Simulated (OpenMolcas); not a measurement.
**P³⁺: effect of the active space**

```json
{
  "Program": "OpenMolcas 26.06",
  "Method": "SS-CASPT2 or its RAS form, IPEA 0.25 Eh, imaginary shift 0.1 Eh",
  "Basis": "ANO-RCC",
  "Scalar Hamiltonian": "DKH2, point nucleus",
  "Spin-orbit coupling": "state interaction with AMFI integrals over the reference wave functions, term energies averaged over their components"
}
```

A. 2 electrons in 8 orbitals (3s 3p 4s 4p); 2S+1 = 3 even, 3 roots; 2S+1 = 1 even, 7 roots; 2S+1 = 3 odd, 3 roots; 2S+1 = 1 odd, 3 roots; closed shells correlated: 2s 2p; CASPT2 step about 8 core-seconds
B. 2 electrons in 9 orbitals (RAS2 3s 3p; RAS3 3d, at most 2 electrons); 2S+1 = 3 even, 3 roots; 2S+1 = 1 even, 7 roots; 2S+1 = 3 odd, 3 roots; 2S+1 = 1 odd, 3 roots; closed shells correlated: 2s 2p; CASPT2 step of the order of 9 core-seconds

Energies in cm-1 above 3s2 1S0, the measured ground level; measured values from Martin, Zalubas and Musgrove, J. Phys. Chem. Ref. Data 14, 751 (1985).

```tsv
Level	A	B	Measured
3s2 1S0	0.0	0.0	0.0
3s 3p 3P* 0	67890	67840	67918
3s 3p 3P* 1	68090	68040	68146
3s 3p 3P* 2	68500	68450	68615
3s 3p 1P* 1	106320	105360	
3p2 1D2	164860	158320	158142
3p2 3P0	165410	165200	164941
3p2 3P1	165620	165410	165185
3p2 3P2	166090	165820	165654
```

Deviations, from unrounded energies. A percentage is the sum of absolute deviations over the sum of measured energies, with the sign that they share, or ± where signs differ.

```json
{"Against measurement": "mean absolute deviation (cm-1)", "Levels": "7", "A": "1200", "B": "170"}
{"Against measurement": "other configurations (%)", "Levels": "7", "A": "±1.0", "B": "±0.1"}
```

B lies closest to measurement on these levels. The largest miss of B in the table is 3p2 3P0, by +260 cm-1. The ranking rests on the paired levels alone, and a cruder setting can come out closer through cancelling errors.

Between A and B the level of the table that moves most is 3p2 1D2, by 6500 cm-1 (lowest in B, highest in A). Moves below CASPT2's spread within the term are not significant.

Term energies are means over components that CASPT2 splits; among the terms shown or strongly mixed into the levels shown the widest spread is 270 cm-1 (3p2 1D, A). Over all roots computed the reference weight is 0.89 to 0.99 in A; the roots of lowest weight are the least certain, and an intruder state may touch them. Some levels mix across a computed gap that differs much from the measured one, so their mixing is not that of the real levels (holds for A). Active for correlation alone: 4p 4s; no level in the range computed is led by a configuration that fills them, so any true level of that kind is missing (holds for A). The ¹D term of p² mixes with s d, which this space lacks (holds for A). Active for correlation alone: 3d; no level in the range computed is led by a configuration that fills it, so any true level of that kind is missing (holds for B). Some terms mix strongly with configurations of 3d, whose occupation reaches 0.28 (3p2 1D) (holds for B). Measured partners are found by configuration, term and J. A level has none where our copy of the source lacks it or the pairing is in doubt (some pairs that miss far off the trend of their configuration count as doubtful), and it then counts in no deviation. Levels of configurations outside the active space are missing. Levels that lie high or do not pair safely by name in every column are left out.

* marks odd parity.
